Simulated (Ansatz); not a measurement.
Gas-phase electronic energies from Ansatz, PBE0-D4/def2-TZVP geometries. CBS: MP2 limit from def2 TZ/QZ plus the TZ coupled-cluster correction, frozen cores. This one scheme is used for every species, atoms too. DFT in def2-TZVPP. B3LYP here is the variant with VWN-RPA as its local correlation; programs differ in this. Open shells (•) are unrestricted, without spin–orbit coupling. Spin–orbit coupling would lower the free atoms: a little for Al, F, S, Si.

`[F][Al]1[SiH2][S]1` → Al• + F• + 2 H• + S• + Si•  (atomization)

```tsv
level	ΔE (kJ/mol)	difference from CCSD(T)/CBS
BLYP-D4	1899.9	-45.4
B3LYP-D4	1904.6	-40.7
BHLYP-D4	1855.9	-89.4
ωB97X-V	1951.9	6.6
revPBE	1864.8	-80.5
PBE0	1904.8	-40.5
BHLYP	1833.2	-112.1
CAM-B3LYP	1899.3	-46.0
LC-ωPBE	1915.7	-29.6
HF/def2-SVP	1368.8	-576.5
MP2/def2-SVP	1813.3	-132.0
HF/def2-TZVPP	1396.8	-548.5
MP2/def2-TZVPP	1929.7	-15.6
CCSD(T)/def2-TZVPP	1873.4	-71.9
HF/def2-QZVPP	1401.5	-543.8
CCSD/CBS(def2)	1906.3	-39.0
CCSD(T)/CBS	1945.3	0
```

What do rigid-rotor, harmonic-oscillator terms from PBE0-D4/def2-TZVP frequencies (298.15 K, 1 bar) make of the CCSD(T)/CBS value? (Estimate.)

The calculation gave: ΔZPE = -57.6 kJ/mol, ΔH = +1907.7 kJ/mol, ΔS = 574 J/(mol·K), ΔG = +1736.6 kJ/mol. Open shells count their whole term as degenerate.

Largest T1 diagnostic among the species: 0.018.

At CCSD(T), def2-SVP lies −178.7 kJ/mol from the extrapolated value and def2-TZVPP −71.9 kJ/mol: correlation converges slowly with the basis, and small sets miss more of it in the bonded molecule than in its fragments. Leaving LDA and LC-ωPBE aside and taking each functional with its dispersion term where it has one, the values, not all of them listed here, spread over 117.3 kJ/mol, from BHLYP-D4 to B97M-V. LDA lies +260.5 kJ/mol from PBE without D4, its usual overbinding. In def2-TZVPP, CCSD(T) changes the Hartree–Fock value by +476.6 kJ/mol (the triples alone add +39.0 kJ/mol) and MP2 by +533.0 kJ/mol; breaking electron pairs costs correlation energy, which Hartree–Fock lacks.

For atomizations the MP2-based limit and the directly extrapolated one differ by several kJ/mol either way, and by 10 to 25 for some Ge, Se and Sn compounds, so smaller differences from it don't rank the levels.
